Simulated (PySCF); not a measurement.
**Ionisation energy of Si⁺ by level of theory**

Si⁺ [Ne] 3s2 3p1 (2P) → Si²⁺ [Ne] 3s2 (1S), as a difference of total energies. Computed with PySCF 2.14 in aug-cc-pCVTZ-DK (8s7p5d3f, 75 functions), with the spin-free X2C one-electron Hamiltonian (Gaussian nucleus). Correlated levels: valence and next inner shell: 1s2 frozen. The calculations carry no spin-orbit coupling.

```tsv
method	ionisation energy (eV)
UHF	15.817
MP2 (valence and next inner shell)	16.089
SCS-MP2 (valence and next inner shell)	16.077
CCSD (valence and next inner shell)	16.210
CCSD(T) (valence and next inner shell)	16.234
```

Q: How much does correlation contribute at CCSD(T) (valence and next inner shell)?

A: 16.234 − (15.817) = 0.417 eV, measured against UHF.

Errors of the correlated levels include the incompleteness of this basis and the frozen core.

For comparison: 16.322 eV (measured; NIST levels, between the centres of gravity of the two terms).
